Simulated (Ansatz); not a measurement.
Consider the formal exchange of groups at the Si–Si bond: `O=C[SiH2][SiH3]` + `NCS` → `O=C[SiH2]CS` + `N[SiH3]`.

Isolated molecules relaxed with PBE0-D4/def2-TZVP in Ansatz; ΔE leaves out vibrations. CCSD(T)/CBS is the MP2 limit (def2-TZVPP, def2-QZVPP) plus CCSD(T) − MP2 in def2-TZVPP, frozen cores. This one scheme is used for every species. Functionals use def2-TZVPP. Each species was taken in one conformer, which may not be the lowest.

CCSD(T)/CBS gives -120.1 kJ/mol.

Task: Another level gave -117.8 kJ/mol. Which?
A. PBE0-D4/def2-TZVPP
B. SCS-MP2/def2-TZVPP
C. HF/def2-TZVPP
D. CCSD(T)/def2-TZVPP

Result: D. CCSD(T)/def2-TZVPP -117.8, PBE0-D4 -103.5, SCS-MP2/def2-TZVPP -127.5, HF/def2-TZVPP -122.8 kJ/mol.

Largest T1 diagnostic among the species: 0.016.

The D4 term adds −5.2 kJ/mol with B3LYP and −2.8 kJ/mol with PBE0; it sums over pairs of atoms, weighted by their polarisabilities, and B3LYP, whose exchange is more repulsive, gets the larger term. From PBE to PBE0 (25 % exact exchange), in def2-TZVPP and without D4, ΔE moves by −8.5 kJ/mol.

B3LYP here is the variant with VWN-RPA as its local correlation; programs differ in this.
